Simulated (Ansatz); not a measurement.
`NB(S)Cl` + HBr → `SB(Cl)Br` + NH₃ at 700 K and 1 bar (ligand exchange at a B–N bond).

Gas-phase electronic energies from Ansatz, PBE0-D4/def2-TZVP geometries. CCSD(T)/CBS is the MP2 limit (def2-TZVPP, def2-QZVPP) plus CCSD(T) − MP2 in def2-TZVPP, frozen cores. This one scheme is used for every species. For Br outer-core shells are correlated without core-valence functions, which leaves a few kJ/mol of doubt a bond. Scalar relativity is left out up to krypton. One conformer a species, not always the lowest.

```tsv
species	CCSD(T)/CBS energy (Eh)	H − E (kJ/mol)	S (J/(mol·K))
`NB(S)Cl`	-938.97645	168.9	393.9
HBr	-2573.91920	36.5	223.7
`SB(Cl)Br`	-3456.37310	92.2	393.7
NH₃	-56.50880	116.9	226.5
```

H − E and S are ideal-gas, rigid-rotor, harmonic terms from PBE0-D4/def2-TZVP, for one conformer and one mirror image of each species. 1 Eh = 2625.50 kJ/mol, R = 8.31446 J/(mol·K).

Q: By hand: ΔE, ΔH, ΔS and ΔG.

A: ΔE = (-3456.37310) + (-56.50880) − (-938.97645) − (-2573.91920) = 0.01375 Eh = 36.1 kJ/mol. Δ(H − E) = 92.2 + 116.9 − 168.9 − 36.5 = 3.7, so ΔH = 39.8 kJ/mol. ΔS = 393.7 + 226.5 − 393.9 − 223.7 = 2.6 J/(mol·K). ΔG = 39.8 − 700 × (2.6)/1000 = 38.0 kJ/mol.

Q: By hand: the equilibrium constant, and the temperature at which ΔG would vanish if ΔH and ΔS stayed fixed.

A: log₁₀ K = −ΔG/(RT ln 10) = -2.8. ΔG = 0 at ΔH/ΔS = 15308 K, far beyond where these terms or the molecules hold.

The number of gas molecules stays the same, so ΔS is small and ΔH decides. A doubt of 5 kJ/mol in ΔE shifts log₁₀ K by 0.4 here. Other conformers and mirror images would add mixing entropy, several J/(mol·K) or more a flexible species. These are equilibria of isolated gas molecules and say nothing of rates. Largest T1 diagnostic: 0.011 (customary marks: 0.02 for closed shells, 0.045 for open ones).
